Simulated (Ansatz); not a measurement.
`F[SiH2][GeH]([F])[Cl]` + `O[Si](O)(O)O` → `O[Si](O)(O)O[SiH2]F` + `[F][GeH2][Cl]`  (cleavage of the Si–Ge bond)

Computed with Ansatz on PBE0-D4/def2-TZVP structures; ΔE is electronic, products minus reactants. CCSD(T)/CBS is the MP2 limit (def2-TZVPP, def2-QZVPP) plus CCSD(T) − MP2 in def2-TZVPP, frozen cores. This one scheme is used for every species. Functionals use def2-TZVPP. For Ge outer-core shells are correlated without core-valence functions, which leaves a few kJ/mol of doubt a bond. Scalar relativity is left out up to krypton. Each species was taken in one conformer, which may not be the lowest.

`F[SiH2][GeH]([F])[Cl]`:

Cartesian coordinates in Å:
```
F -1.168 -1.778 -0.750
Si -0.853 -0.806 0.475
Ge 0.729 0.838 -0.260
F -0.030 1.813 -1.482
Cl 2.367 -0.150 -1.230
H -2.109 -0.149 0.909
H -0.257 -1.594 1.580
H 1.320 1.827 0.757
```

`O[Si](O)(O)O`:

Cartesian coordinates in Å:
```
O -0.888 1.326 -0.336
Si 0.000 0.000 0.000
O 0.620 -0.510 -1.420
O -0.819 -1.265 0.625
O 1.086 0.448 1.131
H -1.372 1.320 -1.163
H 0.926 -1.417 -1.453
H -1.002 -1.235 1.565
H 1.448 1.332 1.051
```

`O[Si](O)(O)O[SiH2]F`:

Z-matrix (Å, degrees):
```
Si
O 1 1.630
O 1 1.626 2 106.8
O 1 1.626 2 114.8 3 119.9
O 1 1.625 2 108.5 3 -122.9
H 2 0.958 1 117.7 3 165.0
H 3 0.958 1 117.3 2 -35.9
H 4 0.958 1 117.1 2 -72.0
Si 5 1.620 1 145.5 2 166.0
F 9 1.594 5 108.8 1 -94.5
H 9 1.477 5 108.6 1 149.0
H 9 1.478 5 111.3 1 23.6
```

`[F][GeH2][Cl]`:

Z-matrix (Å, degrees):
```
Ge
F 1 1.730
Cl 1 2.133 2 106.4
H 1 1.528 2 107.1 3 -116.6
H 1 1.528 2 107.1 3 116.6
```

```json
{"species": "`F[SiH2][GeH]([F])[Cl]`", "ωB97X-V energy (Eh)": "-3028.07397"}
{"species": "`O[Si](O)(O)O`", "ωB97X-V energy (Eh)": "-593.02261"}
{"species": "`O[Si](O)(O)O[SiH2]F`", "ωB97X-V energy (Eh)": "-983.05269"}
{"species": "`[F][GeH2][Cl]`", "ωB97X-V energy (Eh)": "-2638.09147"}
```

Q: Work out ΔE.

A: ΔE = (-983.05269) + (-2638.09147) − (-3028.07397) − (-593.02261) = -0.04758 Eh = -29.9 kcal/mol. CCSD(T)/CBS gives -30.4 kcal/mol.

Largest T1 diagnostic among the species: 0.012.

From PBE to PBE0 (25 % exact exchange), in def2-TZVPP and without D4, ΔE moves by −2.7 kcal/mol. In def2-TZVPP, CCSD(T) changes the Hartree–Fock value by +5.5 kcal/mol (the triples alone add +0.7 kcal/mol) and MP2 by +4.4 kcal/mol.
